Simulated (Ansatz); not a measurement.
Species: CH2F3Ge, net charge -1, singlet state. It need not be the lowest isomer of its formula. Whether it binds its extra electron was not tested at this geometry. SMILES: [CH2-][Ge]([F])([F])[F]
Geometry from a B3LYP-D3(BJ)/def2-TZVP (Ansatz, a quantum-chemistry and plane-wave program) optimisation:
```xyz
7

C      1.8955     0.3030     0.4246
Ge     0.1214     0.0060     0.0088
F     -0.8212     1.4691    -0.3133
F     -0.5772    -0.9657    -1.3285
F     -0.8284    -0.7454     1.2995
H      2.3943     0.8120    -0.4033
H      2.3896    -0.6432     0.6565
```
Charge -1, spin multiplicity 1.

Parts of the frozen-core correlation energy in 6-31G (Ansatz, hartree). Frozen orbitals: 18; correlated occupied orbitals by spin: 16 and 16; virtual: 35 and 35. Spin-orbit coupling is left out. Non-relativistic.

```csv
term,value
reference (HF),-2412.40890
MP2 opposite-spin,?
MP2 same-spin,-0.13757
CCSD correlation,?
(T),?
T1 diagnostic,0.014
largest doubles amplitude,0.036
```

### Question
Complete the blanks.

### Answer

- MP2 opposite-spin, value: -0.38614
- CCSD correlation, value: -0.53286
- (T), value: -0.00967
